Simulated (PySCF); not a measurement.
# Computed records: GeH4N2O, AlGeH5N2, AlGeH4NO, GeH3N and others

Computed with PySCF 2.14.0. Calculation on a computer-drawn molecule: optimised geometry and harmonic frequencies of an isolated molecule of the commonest isotopes, restricted reference for singlets and unrestricted otherwise, frozen core in MP2; on germanium a core potential holds 10 electrons, which the energies leave out, and 3d is frozen in MP2 and coupled-cluster steps.

Common to all runs: multiplicity 1.

(1) GeH4N2O

Start structure:
```xyz
8
GeH4N2O
N      0.7860    -0.5371    -1.2996
Ge    -0.3717    -1.1637    -2.5145
N     -1.5520    -2.3171    -1.6329
O     -0.3772    -0.8860    -4.0489
H      0.5990    -0.6451    -0.3492
H      1.3331     0.2508    -1.5038
H     -2.0835    -2.9558    -2.2045
H     -1.2799    -2.7277    -0.7755
```

Here we set charge 0, method HF, basis cc-pVDZ and basis and core potential on germanium cc-pVDZ-PP ECP10MDF.

The calculation gives: rotational constants 6.892, 6.23, 3.282 GHz; total energy -479.4697 hartree; convergence status largest gradient component 2.175e-05 hartree/bohr.

Drawn bonds:
```csv
atom,other atom,order
1,2,1
2,3,1
2,4,2
1,5,1
1,6,1
3,7,1
3,8,1
```

Optimised structure:
```xyz
8
GeH4N2O
N      0.7696    -0.5751    -1.2839
Ge    -0.3776    -1.2137    -2.4878
N     -1.4967    -2.3183    -1.6507
O     -0.3997    -0.8535    -4.0674
H      0.5478    -0.5716    -0.3070
H      1.3474     0.2007    -1.5459
H     -2.0866    -2.9061    -2.2083
H     -1.2504    -2.7440    -0.7781
```

Modes:
```csv
frequency (cm⁻¹),reduced mass (dalton)
238.5,2.906
252.8,5.98
265.4,6.492
280.8,1.071
328.3,1.287
391,1.222
434.1,1.08
767.5,4.875
786.7,4.62
862.2,1.213
943,1.329
1042,10.36
1670,1.119
1686,1.107
3779,1.049
3781,1.05
3890,1.099
3891,1.098
```

(2) AlGeH5N2

Start structure:
```xyz
9
AlGeH5N2
N      0.3556    -1.9714    -2.5021
Al    -1.1599    -1.4890    -1.7691
N     -2.6854    -1.0079    -0.9304
Ge    -3.1807    -0.4849     0.7442
H      1.1119    -2.0461    -1.8918
H     -3.4353    -0.9897    -1.5164
H     -4.1877    -1.4298     1.2454
H     -3.7090     0.9589     0.6418
H     -1.9212    -0.4965     1.5924
```

It was run with charge 0, method HF, basis cc-pV(D+d)Z and basis and core potential on germanium cc-pVDZ-PP ECP10MDF.

It finds rotational constants 22.5, 1.182, 1.139 GHz; total energy -647.0875 hartree; convergence status largest gradient component 3.621e-05 hartree/bohr.

Drawn bonds:
```csv
atom,other atom,order
1,2,2
2,3,1
3,4,1
1,5,1
3,6,1
4,7,1
4,8,1
4,9,1
```

Optimised structure:
```xyz
9
AlGeH5N2
N      0.3395    -1.9015    -2.0951
Al    -1.0977    -1.4745    -1.5629
N     -2.6803    -1.0001    -0.9650
Ge    -3.2001    -0.4559     0.7284
H      1.2360    -2.1674    -2.4177
H     -3.4451    -1.0150    -1.6200
H     -4.2580    -1.4118     1.2846
H     -3.7692     0.9635     0.6721
H     -1.9366    -0.4938     1.5896
```

Modes:
```csv
frequency (cm⁻¹),reduced mass (dalton)
82.25,1.314
93.04,6.909
188.3,4.829
211.5,10.27
357,1.165
403.1,1.179
455.6,1.233
530.7,2.285
692.4,1.149
716.1,1.559
862.6,2.716
947.3,1.022
963.4,1.068
981.4,1.109
1201,1.27
1296,8.363
2223,1.024
2234,1.024
2251,1.011
3760,1.074
4012,1.087
```

(3) AlGeH4NO

Start structure:
```xyz
8
AlGeH4NO
N      2.5109     0.6692     3.5522
Al     1.1698     0.5580     2.5042
O     -0.1846     0.5228     1.5885
Ge    -1.6792     0.5645     0.4993
H      3.1065    -0.0944     3.2164
H     -2.3012     1.9250     0.5989
H     -2.5649    -0.5800     1.1290
H     -1.1090     0.2006    -0.8806
```

It was run with charge 0, method HF, basis cc-pV(D+d)Z and basis and core potential on germanium cc-pVDZ-PP ECP10MDF.

The calculation gives: rotational constants 78.84, 1.066, 1.066 GHz; total energy -666.9533 hartree; convergence status largest gradient component 1.131e-05 hartree/bohr.

Drawn bonds:
```csv
atom,other atom,order
1,2,2
2,3,1
3,4,1
1,5,1
4,6,1
4,7,1
4,8,1
```

Optimised structure:
```xyz
8
AlGeH4NO
N      2.5118     0.3504     3.2435
Al     1.1816     0.4111     2.3791
O     -0.1980     0.4735     1.4835
Ge    -1.6851     0.5412     0.5169
H      3.3413     0.3138     3.7806
H     -2.2605     1.9471     0.6619
H     -2.6393    -0.5123     1.0724
H     -1.3035     0.2410    -0.9299
```

Modes:
```csv
frequency (cm⁻¹),reduced mass (dalton)
45.27,6.573
45.28,6.573
187.9,8.155
187.9,8.155
393.2,16.52
406.2,1.159
406.2,1.159
707.8,1.123
707.9,1.123
937.5,1.269
952.5,1.024
952.5,1.024
1065,3.991
1336,10.7
2253,1.024
2253,1.024
2273,1.011
4015,1.087
```

(4) GeH3N

Start structure:
```xyz
5
GeH3N
N      0.0716    -1.9132    -0.5731
Ge     0.7341    -0.4313    -0.7844
H     -0.6007    -2.3201    -1.2973
H      0.5355     0.8509    -1.7394
H      1.6873    -0.0682     0.3189
```

Settings of this run: charge 0, method HF, basis cc-pVDZ and basis and core potential on germanium cc-pVDZ-PP ECP10MDF.

It finds rotational constants 125.2, 12.92, 11.71 GHz; total energy -349.4978 hartree; convergence status largest gradient component 1.942e-05 hartree/bohr.

Drawn bonds:
```csv
atom,other atom,order
1,2,2
1,3,1
2,4,1
2,5,1
```

Optimised structure:
```xyz
5
GeH3N
N      0.0691    -1.9629    -0.6119
Ge     0.7374    -0.4237    -0.7080
H     -0.5907    -2.1576    -1.3522
H      0.4657     0.6635    -1.7487
H      1.7464    -0.0013     0.3455
```

Modes:
```csv
frequency (cm⁻¹),reduced mass (dalton)
589.9,1.126
598,1.086
822.4,1.064
943,1.079
964.2,2.915
1008,1.523
2231,1.021
2294,1.019
3736,1.076
```

(5) GeH3N

Start structure:
```xyz
5
GeH3N
N      0.0691    -1.9629    -0.6119
Ge     0.7374    -0.4237    -0.7080
H     -0.5907    -2.1576    -1.3522
H      0.4657     0.6635    -1.7487
H      1.7464    -0.0013     0.3455
```

Settings of this run: charge 0, method MP2, basis cc-pVDZ and basis and core potential on germanium cc-pVDZ-PP ECP10MDF.

It finds rotational constants 120.5, 12.22, 11.09 GHz; total energy -349.7774 hartree; convergence status largest gradient component 5.712e-06 hartree/bohr.

Drawn bonds:
```csv
atom,other atom,order
1,2,2
1,3,1
2,4,1
2,5,1
```

Optimised structure:
```xyz
5
GeH3N
N      0.0714    -2.0084    -0.5802
Ge     0.7355    -0.4082    -0.7202
H     -0.5947    -2.1506    -1.3619
H      0.4686     0.6927    -1.7634
H      1.7472    -0.0075     0.3504
```

Modes:
```csv
frequency (cm⁻¹),reduced mass (dalton)
531,1.114
546.1,1.088
794.2,1.066
836.8,9.522
892.1,1.07
958.1,1.115
2153,1.02
2237,1.021
3438,1.074
```

(6) AlGeH4NO

Start structure:
```xyz
8
AlGeH4NO
N     -0.7068    -0.3023    -0.9357
Ge     0.2154    -1.3289     0.0632
Al     2.4554    -0.8045     0.9095
O      3.0492    -2.0479     1.8048
H     -1.6492    -0.5508    -1.2645
H     -0.3757    -2.7817     0.5575
H      3.2519     0.4142     0.6008
H      3.4548    -2.7731     2.3468
```

It was run with charge 0, method HF, basis cc-pV(D+d)Z and basis and core potential on germanium cc-pVDZ-PP ECP10MDF.

The calculation gives: rotational constants 12.65, 1.614, 1.431 GHz; total energy -666.9423 hartree; convergence status largest gradient component 4.376e-05 hartree/bohr.

Drawn bonds:
```csv
atom,other atom,order
1,2,2
2,3,1
3,4,1
1,5,1
2,6,1
3,7,1
4,8,1
```

Optimised structure:
```xyz
8
AlGeH4NO
N     -0.5893    -0.2404    -0.8966
Ge     0.0834    -1.4615     0.0689
Al     2.3652    -1.0202     0.9285
O      3.0134    -2.2441     1.8916
H     -1.5205    -0.4477    -1.2329
H     -0.6778    -2.7626     0.3903
H      3.1680     0.2933     0.6140
H      3.8527    -2.2919     2.3187
```

Modes:
```csv
frequency (cm⁻¹),reduced mass (dalton)
28.26,4.956
104.4,4.607
185.9,8.761
350.5,1.046
355,7.631
403.8,1.126
511.1,1.283
555,1.109
698.9,1.229
757.6,1.097
807.8,1.123
894.9,5.23
957.6,11.65
972.9,1.146
2025,1.044
2164,1.021
3719,1.076
4216,1.068
```

(7) BGeH4NO

Start structure:
```xyz
8
BGeH4NO
N      0.7015    -0.4929    -3.4661
Ge    -0.1472    -1.5633    -2.4061
B     -0.6270    -1.5138    -0.3928
O     -0.0931    -0.4951     0.1850
H      1.1156     0.3092    -3.0032
H     -0.7683    -2.6894    -3.2761
H     -1.2706    -2.3438     0.1336
H     -0.2800    -0.3425     1.1305
```

It was run with charge 0, method HF, basis cc-pVDZ and basis and core potential on germanium cc-pVDZ-PP ECP10MDF.

It finds rotational constants 11.88, 2.867, 2.31 GHz; total energy -449.6832 hartree; convergence status largest gradient component 1.468e-05 hartree/bohr.

Drawn bonds:
```csv
atom,other atom,order
1,2,2
2,3,1
3,4,1
1,5,1
2,6,1
3,7,1
4,8,1
```

Optimised structure:
```xyz
8
BGeH4NO
N      0.7107    -0.4907    -3.4466
Ge    -0.1875    -1.5682    -2.5026
B     -0.5916    -1.4653    -0.4486
O     -0.0746    -0.4218     0.2140
H      1.0727     0.2781    -2.8974
H     -0.7697    -2.7606    -3.2633
H     -1.2539    -2.2992     0.1097
H     -0.2750    -0.4037     1.1395
```

Modes:
```csv
frequency (cm⁻¹),reduced mass (dalton)
68.18,2.337
124.6,5.024
321.7,8.81
357.4,1.236
552,3.14
601.6,1.22
780,1.069
848.6,1.064
924.9,1.376
964.1,8.027
1003,1.18
1056,1.031
1264,1.576
1413,4.998
2236,1.02
2687,1.095
3716,1.075
4135,1.066
```

(8) GeH2NO

Start structure:
```xyz
5
GeH2NO
N      1.5482     2.2554    -0.0506
Ge     1.4673     1.6069     1.4834
O      1.9508     0.2253     2.2096
H      1.1638     3.2058    -0.1767
H      0.8336     2.7277     2.7772
```

Settings of this run: charge -1, method HF, basis aug-cc-pVDZ and basis and core potential on germanium aug-cc-pVDZ-PP ECP10MDF.

The calculation gives: rotational constants 37.5, 6.592, 5.607 GHz; total energy -423.8406 hartree; convergence status largest gradient component 2.358e-05 hartree/bohr.

Drawn bonds:
```csv
atom,other atom,order
1,2,2
2,3,1
1,4,1
2,5,1
```

Optimised structure:
```xyz
5
GeH2NO
N      1.5316     2.2587    -0.0699
Ge     1.4709     1.6714     1.5576
O      1.9348     0.2247     2.2231
H      1.1543     3.1958    -0.0825
H      0.8721     2.6705     2.6147
```

Modes:
```csv
frequency (cm⁻¹),reduced mass (dalton)
303.8,7.858
475.6,1.264
587.8,1.121
815.9,1.05
854.7,10.8
957,14.6
1028,1.155
1989,1.019
3683,1.074
```

(9) GeH2NO

Start structure:
```xyz
5
GeH2NO
N      1.5316     2.2587    -0.0699
Ge     1.4709     1.6714     1.5576
O      1.9348     0.2247     2.2231
H      1.1543     3.1958    -0.0825
H      0.8721     2.6705     2.6147
```

Here we set charge -1, method MP2, basis aug-cc-pVDZ and basis and core potential on germanium aug-cc-pVDZ-PP ECP10MDF.

The calculation gives: rotational constants 34.36, 6.264, 5.298 GHz; total energy -424.3543 hartree; convergence status largest gradient component 1.395e-05 hartree/bohr.

Drawn bonds:
```csv
atom,other atom,order
1,2,2
2,3,1
1,4,1
2,5,1
```

Optimised structure:
```xyz
5
GeH2NO
N      1.5418     2.2576    -0.1231
Ge     1.4674     1.6770     1.5642
O      1.9477     0.1820     2.2473
H      1.1442     3.2145    -0.0688
H      0.8626     2.6901     2.6235
```

Modes:
```csv
frequency (cm⁻¹),reduced mass (dalton)
260.6,8.116
412.7,1.286
538.3,1.087
727.4,1.063
757,11.15
872.8,15.77
948.2,1.121
1902,1.02
3382,1.073
```

(10) GeH3NO

Start structure:
```xyz
6
GeH3NO
N     -0.4296    -0.0609    -2.6842
Ge     0.3305     1.3086    -2.3775
O      1.0610     1.3721    -0.7658
H     -0.7913    -0.2062    -3.6465
H      0.7800     2.6871    -3.0042
H      1.4182     2.1337    -0.4749
```

Here we set charge 0, method HF, basis cc-pVDZ and basis and core potential on germanium cc-pVDZ-PP ECP10MDF.

The calculation gives: rotational constants 25.89, 6.71, 5.329 GHz; total energy -424.3903 hartree; convergence status largest gradient component 2.111e-05 hartree/bohr.

Drawn bonds:
```csv
atom,other atom,order
1,2,2
2,3,1
1,4,1
2,5,1
3,6,1
```

Optimised structure:
```xyz
6
GeH3NO
N     -0.4399    -0.1232    -2.7347
Ge     0.3714     1.2781    -2.3109
O      1.0302     1.3897    -0.6928
H     -0.7772    -0.0810    -3.6866
H      0.7016     2.5766    -3.0422
H      1.4827     2.1943    -0.4859
```

Modes:
```csv
frequency (cm⁻¹),reduced mass (dalton)
269.8,5.3
274.9,1.106
494.8,1.177
636.3,1.088
770.2,3.248
790.9,1.329
932.2,1.831
983.3,1.314
1010,1.858
2243,1.021
3731,1.075
4166,1.068
```
